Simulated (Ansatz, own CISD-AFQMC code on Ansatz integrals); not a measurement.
C4H4, SMILES `C1=CC=C1` (charge 0, multiplicity 1).

Cartesian coordinates (Å):
```xyz
8

C     -0.5849    -0.8493    -0.0032
C     -0.9357     0.4334     0.0024
C      0.5849     0.8493     0.0032
C      0.9357    -0.4334    -0.0024
H     -1.1182    -1.7878    -0.0068
H     -1.8724     0.9699     0.0052
H      1.1182     1.7878     0.0068
H      1.8724    -0.9699    -0.0052
```
Charge 0, spin multiplicity 1.

Frozen-core correlation energies in cc-pVDZ at a geometry from B3LYP-D3(BJ)/def2-TZVP, on an HF energy of -153.65621 Ha (<S^2> = 0.00, restricted and unstable towards unrestricted orbitals). Wave-function levels are from Ansatz, the walk from an own CISD-AFQMC code on Ansatz integrals (time step 0.005/Ha, trial state from CCSD amplitudes, largest double 0.12).

| level | correlation energy (mHa) |
|---|---|
| MP2 | -521.9 |
| CCSD | -559.4 |
| CCSD(T) | -583.7 |

### Question
What correlation energy does phaseless AFQMC give, and where does it lie among these levels?

### Answer
-585.7 ± 0.4 mHa (one standard error). AFQMC minus each level: MP2 -63.8 mHa, CCSD -26.3 mHa, CCSD(T) -2.1 mHa.
